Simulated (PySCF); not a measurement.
## C$_{7}$H$_{7}$F$_{3}$: full NMR table

```yaml
Formula: C7H7F3
SMILES: C=C1CC[C@H]1C(F)=C(F)F
InChI: InChI=1S/C7H7F3/c1-4-2-3-5(4)6(8)7(9)10/h5H,1-3H2/t5-/m1/s1
Point_group_of_the_computed_structure: C1
Degrees_of_unsaturation: 3
Carbon_signals: 7
Proton_signals: 7
```

Atom-mapped SMILES (the numbers label the heavy atoms): `[CH2:1]=[C:2]1[CH2:3][CH2:4][C@H:5]1[C:6]([F:7])=[C:8]([F:9])[F:10]`. Hydrogens are named by the atom that carries them. Ha(C1) is cis to C3; Ha(C3), Ha(C4) are cis to C6 on the ring; Hb(C1) is trans to C3; Hb(C3), Hb(C4) are trans to C6 on the ring.

PySCF 2.14.0 with density-fitted response routines calculation with structure optimised with GFN2-xTB and shielding tensors at PBE0/pcSseg-1 (GIAO); single conformer, relativity neglected, isolated molecule.

References, each an isolated molecule treated in the same way: TMS for 1H (σref 31.72), 13C (σref 186.93); 19F (σref 170.95) against CFCl3.

```tsv
carbon	δC, type	δH (multiplicity)	HMBC from (2–3 bonds)	span of the C tensor (ppm)
C1	118.1, CH2	Ha(C1) 5.47 (m); Hb(C1) 5.53 (m)	H(C5), Ha(C3), Hb(C3)	211
C2	157.0, C	–	Hb(C1), Ha(C1), H(C5), Ha(C3), Hb(C3), Ha(C4), Hb(C4)	215
C3	29.7, CH2	Hb(C3) 2.82 (m); Ha(C3) 2.83 (m)	Hb(C1), Ha(C1), H(C5), Ha(C4), Hb(C4)	25
C4	20.3, CH2	Hb(C4) 2.28 (m); Ha(C4) 2.42 (m)	H(C5), Ha(C3), Hb(C3)	28
C5	41.7, CH	3.81 (m)	Hb(C1), Ha(C1), Ha(C3), Hb(C3), Ha(C4), Hb(C4)	27
C6	138.5, C	–	H(C5), Ha(C4), Hb(C4)	76
C8	166.5, C	–	H(C5)	97
```

Other nuclei:
```csv
atoms,nucleus,environment,δ (ppm),σ (ppm)
F9,19F,vinylic fluorine,-108.9,279.9
F10,19F,vinylic fluorine,-128.7,299.7
F7,19F,vinylic fluorine,-199.5,370.4
```

- Carbon types of the structure: 3 × C, 1 × CH, 3 × CH2, which accounts for all hydrogens.
- δC 166.5, 157.0, 138.5: fully substituted alkene carbon.
- δC 118.1: terminal =CH2 carbon; the olefinic region.
- δC 20.3: sp3 CH2 in a ring; aliphatic region, no heteroatom directly attached.
- δH 5.53, 5.47: hydrogen on a terminal =CH2 carbon; a vinylic proton, deshielded by the sp2 carbon and the C=C anisotropy.
- δH 2.83, 2.82: hydrogen on an allylic sp3 CH2; allylic position.

Splittings by 19F in the carbon and heteronuclear signals aren't shown, as no couplings were computed. Shifts are as computed. Against solution values, carbons near 30 ppm lie about +3 ppm off and those near 130 ppm about +5 ppm. Of 1211 compounds with measured shifts, 218 miss one by over three times the rms of a fit or turn the order of signals round; such compounds aren't used in these exercises. Unscaled 19F shifts against computed CFCl3 carry errors that often reach 10 to 50 ppm. Multiplicities follow the n + 1 count of equivalent neighbours, as no J values were calculated; m marks all less simple cases, F and P coupling included.
